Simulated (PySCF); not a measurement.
# Magnetic susceptibility: `C1CBCCSCC1`, C6H13BS

Cartesian coordinates in Å; atom numbers follow the order of the lines, from 1:
```xyz
21

B     0.870   -0.969    0.612
C    -0.516   -1.641    0.154
C    -1.438   -0.778   -0.712
C    -1.898    0.487    0.011
C    -0.784    1.504    0.195
S     0.500    0.936    1.382
C     2.002    1.041    0.333
C     1.850   -0.243   -0.467
H     1.428   -1.509    1.504
H    -0.282   -2.550   -0.406
H    -1.086   -1.967    1.028
H    -2.323   -1.356   -0.992
H    -0.929   -0.498   -1.638
H    -2.694    0.968   -0.565
H    -2.309    0.220    0.988
H    -1.175    2.435    0.605
H    -0.287    1.710   -0.751
H     2.021    1.986   -0.210
H     2.842    1.003    1.025
H     1.391   -0.041   -1.435
H     2.809   -0.721   -0.662
```

Computed with GIAO PBE0/pcSseg-1 magnetisability, rotational g tensor and spin-rotation constants, non-relativistic, gas phase (PySCF 2.14.0). Geometry: GFN2-xTB.

Problem. What are the magnetisability and the molar susceptibility?

Solution. Isotropic -1520 × 10⁻³⁰ J/T², or -91.6 × 10⁻⁶ cm³/mol; principal values -1642, -1538, -1381 × 10⁻³⁰ J/T², anisotropy 228 × 10⁻³⁰ J/T² (root of half the summed squared differences of the principal values). The susceptibility is in cgs units.

Problem. Split it along the inertial axes a, b, c into diamagnetic and paramagnetic parts about the centre of mass, with the quadrupole moment.

Solution. 
| axis | χ (10⁻⁶ cm³/mol) | diamagnetic (10⁻⁶ cm³/mol) | paramagnetic (10⁻⁶ cm³/mol) | summed x² of all electrons (Å²) | quadrupole Θ (D Å) |
| --- | --- | --- | --- | --- | --- |
| a | -91.0 | -635.4 | 544.4 | 157.0 | +3.97 |
| b | -98.6 | -870.1 | 771.5 | 101.7 | -1.88 |
| c | -85.1 | -1097.5 | 1012.4 | 48.1 | -2.09 |

Anisotropies 2χaa − χbb − χcc = +1.7 and 2χbb − χaa − χcc = -21.0 × 10⁻⁶ cm³/mol. Θ is traceless in Buckingham's convention.

Problem. And the rotational g tensor?

Solution. 
| axis | rotational constant (GHz) | g | nuclear part | electronic part |
| --- | --- | --- | --- | --- |
| a | 2.4643 | -0.0188 | 0.6114 | -0.6302 |
| b | 1.6874 | -0.0041 | 0.6075 | -0.6116 |
| c | 1.2782 | -0.0111 | 0.5968 | -0.6079 |

Asymmetric top; isotopes 11B, 12C, 1H, 32S; no vibrational averaging.
